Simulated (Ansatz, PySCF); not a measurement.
Gas-phase reaction (SMILES): COB(Cl)Cl + F (HF) -> FB(Cl)Cl [dichloro(fluoro)borane] + CO (CH4O) [methanol]; hydrogen fluoride cleaves one B-O bond, a model of a ligand-exchange step.

Geometries: B3LYP-D3(BJ)/def2-TZVP minima from Ansatz (a quantum-chemistry and plane-wave program), one conformer each, not searched for the lowest. Cores are frozen in the correlated levels unless marked. No spin-orbit coupling. Non-relativistic. CBS marks a two-point X^-3 extrapolation of the correlation energy; Hartree-Fock from the larger set. [CCSD(T)-MP2]/basis is that difference in the basis named. Thermal terms are rigid-rotor harmonic-oscillator values from B3LYP-D3(BJ) frequencies (Ansatz or PySCF) at 298.15 K and 1 atm. 1 Eh = 627.5095 kcal/mol.

| species | E, RI-MP2/CBS(aug-cc-pV(T+d)Z,aug-cc-pV(Q+d)Z)+[CCSD(T)-MP2]/aug-cc-pV(T+d)Z (Ansatz) (Eh) | E, wB97M-V/def2-TZVPD (Ansatz) (Eh) | H - E (Eh) | G - E (Eh) |
|---|---|---|---|---|
| COB(Cl)Cl | -1059.50170 | -1060.50247 | 0.05646 | 0.01817 |
| F (HF) | -100.39388 | -100.46200 | 0.01259 | -0.00713 |
| FB(Cl)Cl | -1044.27651 | -1045.24564 | 0.01416 | -0.01849 |
| CO (CH4O) | -115.61566 | -115.71687 | 0.05533 | 0.02827 |

Q: Work out ΔE and ΔH, ΔG, ΔS and the equilibrium constant at 298.15 K at the first level, then ΔH at the second.

A: 
1. ΔE = [(-1044.27651) + (-115.61566)] - [(-1059.50170) + (-100.39388)] = 0.00341 Eh = 2.1 kcal/mol at RI-MP2/CBS(aug-cc-pV(T+d)Z,aug-cc-pV(Q+d)Z)+[CCSD(T)-MP2]/aug-cc-pV(T+d)Z.
2. The terms H - E add up to 0.00044 Eh, so ΔH = (0.00341 + (0.00044))×627.5095 = 2.4 kcal/mol.
3. The terms G - E add up to -0.00126 Eh, so ΔG = 1.3 kcal/mol, and ΔS = (0.00044 - (-0.00126))×627509.5/298.15 = 3.6 cal/(mol K).
4. log10 K = -ΔG/(RT ln 10) = -1.0, with RT ln 10 = 1.3642 kcal/mol.
5. At wB97M-V/def2-TZVPD the same steps give ΔE = 1.2 and ΔH = 1.5 kcal/mol, a shift of -0.9 from the first level.
6. These values are not checked against measurement here, since the tables used lack a sound gas-phase enthalpy of formation for at least one species.
